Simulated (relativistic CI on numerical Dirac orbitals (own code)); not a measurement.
Method of calculation: Dirac-Coulomb-Breit CI, orbitals from a KLI potential per configuration, QED by a radiative potential, unscaled Slater integrals (own radial code, finite nucleus).

The strongest absorption lines from the ground level of an ion, among the configurations computed and to levels below about 5220 eV (vacuum wavelength in nm, gf): 0.23838 (0.25), 0.30856 (0.42), 0.30910 (0.27), 0.31016 (0.18), 0.31219 (0.092), 0.31459 (1.6), 3.4252 (0.12), 3.4522 (0.18).

Problem. Which ion is it?
A. Cs LI
B. Sb XLVII
C. Ag XLI
D. Ag XLIII

Solution. D. Ag XLIII has 5 electrons and the ground level 2s2 2p 2P°_1/2; the strongest line goes to 2s2 3d 2D_3/2. The pattern of lines fixes the number of electrons, and along that sequence the line energies rise steadily with the charge (about as its square where n changes within one kind of shell, about linearly where n is kept but much faster in heavy ions where fine structure, which grows about as Z⁴, sets the gap, and irregularly where shells cross), which fixes Z. Configurations outside the model, such as inner-shell arrays, can give stronger lines. At this charge energies of transitions that change n are usually good to better than 1 %, and those within a shell (Δn = 0) to a few per cent.

LS names give the leading component of a level, which can be under half, so a name can repeat, a term be missing and a line seem to break the LS rules.
